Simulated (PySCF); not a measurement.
Finite-field polarisability of Ge (germanium, neutral)

[Ar] 3d10 4s2 4p2, high-spin 3P determinant. Computed with PySCF 2.14 in aug-cc-pVDZ-DK (6s5p3d, 36 functions), with the spin-free X2C one-electron Hamiltonian (Gaussian nucleus). Frozen: [Ar] 3d10. Energy changes in a uniform field (μhartree):

```tsv
axis	F (au)	HF	MP2	CCSD	CCSD(T)
x	0.0025	-100.719	-99.058	-97.819	-97.989
x	0.005	-402.900	-396.254	-391.304	-391.984
y	0.0021	-97.424	-96.621	-95.997	-96.226
y	0.0042	-390.060	-386.850	-384.360	-385.279
```

By symmetry the remaining axis equals y.

Derive α along x at CCSD(T) from the two fields.

With ΔE = −αF²/2 − γF⁴/24, α = −(16 ΔE(F) − ΔE(2F))/(6F²) = 31.36 bohr³.

And the mean polarisability at each level?

The components xx, yy, zz at CCSD(T) are 31.36, 43.63, 43.63, the third axis being equal by symmetry to one of the two computed. Means: HF 40.19, MP2 39.77, CCSD 39.45, CCSD(T) 39.54 bohr³. Reference: 40 ± 1 bohr³ (recommended; Schwerdtfeger and Nagle, table of static dipole polarizabilities (2023 update)).

A double-zeta set is small for polarisabilities.
